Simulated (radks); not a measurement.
Values are calculated unless marked as measured or tabulated.
All-electron atom: As+ in [Ar] 3d10 4s2 4p2.

Level of theory: Dirac Kohn-Sham, PBE, spin-unpolarised, spherical densities, point nucleus; open shells fill j = l - 1/2 first (a radial shooting solver on a logarithmic mesh with Libxc functionals).

Energy parts (eV):
part                       energy
total                  -61514.277
kinetic                 62903.779
electron-nucleus      -148189.918
Hartree                 26042.467
exchange-correlation    -2270.606

Orbitals (lengths in bohr, moments of r in powers of bohr; r(max) is where P^2 peaks; r(90%) holds 90 % of the orbital's charge):
1s1/2: occ. 2; eigenvalue (eV) -11725.51; r(max) 0.02973; r(90%) 0.0813
2s1/2: occ. 2; eigenvalue (eV) -1495.737; r(max) 0.1701; r(90%) 0.314
2p1/2: occ. 2; eigenvalue (eV) -1337.335; r(max) 0.1342; r(90%) 0.286
2p3/2: occ. 4; eigenvalue (eV) -1300.771; r(max) 0.1373; r(90%) 0.291
3s1/2: occ. 2; eigenvalue (eV) -199.8269; r(max) 0.5218; r(90%) 0.893
3p1/2: occ. 2; eigenvalue (eV) -146.6132; r(max) 0.5154; r(90%) 0.936
3p3/2: occ. 4; eigenvalue (eV) -141.5900; r(max) 0.5239; r(90%) 0.952
3d3/2: occ. 4; eigenvalue (eV) -50.6438; r(max) 0.4753; r(90%) 1.13
3d5/2: occ. 6; eigenvalue (eV) -49.9145; r(max) 0.4781; r(90%) 1.14
4s1/2: occ. 2; eigenvalue (eV) -23.2448; r(max) 1.597; r(90%) 2.79
4p1/2: occ. 2; eigenvalue (eV) -13.4773; r(max) 1.883; r(90%) 3.49
4p3/2: occ. 0; eigenvalue (eV) -13.1446; r(max) 1.915; r(90%) 3.55

The highest occupied level is 4p1/2 at -13.477 eV. The density falls to 0.001 e/bohr^3 at r = 3.94 bohr.
